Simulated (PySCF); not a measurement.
A structure optimised at B3LYP-D3(BJ)/def2-SVP, used in a PySCF frequency run:

```
O
C 1 1.4079
H 2 1.1049 1 110.13
H 2 1.1049 3 107.61 1 120.05
H 2 1.1082 3 107.53 4 115.57
Ga 1 1.7757 2 125.66 3 -120.74
F 6 1.7519 1 111.87 2 180.00
H 6 1.5506 7 121.30 1 180.00
```
Charge 0, spin multiplicity 1.

Problem. Write its SMILES, formula and point group.

Solution. C[O][GaH][F], CH₄FGaO, Cs

Problem. What are its rotational constants (standard atomic weights)?

Solution. 17.083, 2.6883, 2.3575 GHz
